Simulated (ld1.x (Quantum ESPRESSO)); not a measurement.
# u(r) = r·R(r): atom against pseudo-atom (krypton)

Columns: radius, all-electron u(r) and pseudo u(r) of the 4s shell (level -33.98 eV) of krypton in the configuration [Ar] 3d10 4s2 4p5; PBE, scalar-relativistic, TM scheme, ld1.x (Quantum ESPRESSO) 7.5.

```tsv
r (bohr)	all-electron	pseudo
0.070	-0.1177	-0.0218
0.140	-0.2752	-0.0447
0.210	-0.0287	-0.0698
0.280	0.2625	-0.0982
0.350	0.4308	-0.1312
0.420	0.4546	-0.1702
0.490	0.3685	-0.2165
0.560	0.2164	-0.2711
0.630	0.0344	-0.3348
0.700	-0.1518	-0.4071
0.770	-0.3264	-0.4866
0.840	-0.4805	-0.5703
0.910	-0.6101	-0.6537
0.980	-0.7143	-0.7318
1.050	-0.7942	-0.7995
1.120	-0.8520	-0.8529
1.190	-0.8900	-0.8900
1.260	-0.9110	-0.9110
1.330	-0.9174	-0.9174
1.400	-0.9117	-0.9117
1.470	-0.8962	-0.8962
1.540	-0.8729	-0.8729
1.610	-0.8436	-0.8436
1.680	-0.8098	-0.8098
1.750	-0.7730	-0.7730
1.820	-0.7341	-0.7341
```

(1) How many radial nodes do the two functions have?

(2) At about which radius was the pseudo-wave matched?

(3) Where does each function peak?

(4) Is the pseudo-wave norm-conserving?

## Answers

(1) The all-electron 4s function has n − l − 1 = 3 (the table is too coarse to show those close to the nucleus); the pseudo-wave has 0, since the states of the same l below it are removed with the core.

(2) 1.40 bohr. The columns agree to 0.0005 from 1.19 bohr on; several derivatives are matched, so the curves merge somewhat inside the radius.

(3) Outermost all-electron maximum near 1.33 bohr, pseudo maximum near 1.33 bohr (to the table’s step).

(4) Yes: the TM scheme keeps the norm inside the radius equal to the all-electron one, which fixes the energy derivative of the logarithmic derivative at the level.
